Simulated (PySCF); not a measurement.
From one molecule to another.

First species: C2H6Cl4P2Si.
SMILES with atom numbers: `[PH2:1][Si:2]([PH2:3])([Cl:4])[CH2:5][C:6]([Cl:7])([Cl:8])[Cl:9]` (hydrogens: H10, H11 on P1; H12, H13 on P3; H14, H15 on C5)

Second species: C7H11PS.
SMILES: `C([P@](CC)(CC#C)=S)=C`

Levels: PBE0/pcSseg-1 for dipole moment, HOMO energy, LUMO energy and HOMO–LUMO gap; GFN2-xTB for rotational constant A and rotational constant C. Geometries: GFN2-xTB. Each structure is a single optimised conformer of the isolated species, non-relativistic unless stated; the electronic structure was computed with PySCF and density fitting.

The conformers computed, where there is a choice (atom-mapped SMILES and torsion angles):
- `[PH2:1][Si:2]([PH2:3])([Cl:4])[CH2:5][C:6]([Cl:7])([Cl:8])[Cl:9]`: P1–Si2–C5–C6 -12°, Si2–C5–C6–Cl7 -58°, H–P1–Si2–P3 28°, H–P1–Si2–P3 -64°, H–P3–Si2–P1 -164°, H–P3–Si2–P1 -71°
- `[CH:1]#[C:2][CH2:3][P@:4](=[S:5])([CH:6]=[CH2:7])[CH2:8][CH3:9]`: C2–C3–P4–S5 179°, C3–P4–C6–C7 128°, C3–P4–C8–C9 177°

```csv
property,column X,column Y
dipole moment,3.94 D,2.11 D
HOMO energy,-6.56 eV,-7.57 eV
LUMO energy,-0.80 eV,-1.03 eV
HOMO–LUMO gap,5.76 eV,6.54 eV
rotational constant A,1.419 GHz,0.772 GHz
rotational constant C,0.832 GHz,0.371 GHz
```

Question: Which column belongs to which species?

Answer: Column X is the second species and column Y the first. The first has 15 atoms and 130 electrons, the second 20 and 84.

Question: How does each property change from the first species to the second?

Answer: dipole moment +1.83 D; HOMO energy +1.01 eV; LUMO energy +0.23 eV; HOMO–LUMO gap -0.78 eV; rotational constant A +0.647 GHz; rotational constant C +0.461 GHz.

On the first: In atomic units the dipole is 0.83 e·bohr (1 au = 2.5417 D).

On the second: The dipole matches unit charges of opposite sign 0.82 Å apart (1 e·Å = 4.8032 D).
